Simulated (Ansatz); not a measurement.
`N[SiH](O)BO` + `N=CBr` → `N=CBO` + `N[SiH](O)Br`  (formal exchange of groups at a B–Si bond)

Calculated with Ansatz (gas phase, PBE0-D4/def2-TZVP geometries, no zero-point term in ΔE). CCSD(T)/CBS adds triple-zeta CCSD(T) − MP2 to the extrapolated MP2 energy (def2 sets, frozen cores). For Br outer-core shells are correlated without core-valence functions, which leaves a few kJ/mol of doubt a bond. Scalar relativity is left out up to krypton. One conformer a species, not always the lowest.

```
      species  MP2/def2-TZVPP energy (Eh)
`N[SiH](O)BO`                  -522.43544
      `N=CBr`                 -2666.54710
      `N=CBO`                  -195.00099
`N[SiH](O)Br`                 -2994.05900
```

Problem. Work out ΔE.

Solution. ΔE = (-195.00099) + (-2994.05900) − (-522.43544) − (-2666.54710) = -0.07745 Eh = -48.6 kcal/mol. CCSD(T)/CBS gives -48.6 kcal/mol.

Largest T1 diagnostic among the species: 0.014.

From PBE to PBE0 (25 % exact exchange), in def2-TZVPP and without D4, ΔE moves by −3.3 kcal/mol. In def2-TZVPP, CCSD(T) changes the Hartree–Fock value by +4.1 kcal/mol (the triples alone add +0.6 kcal/mol) and MP2 by +2.5 kcal/mol.
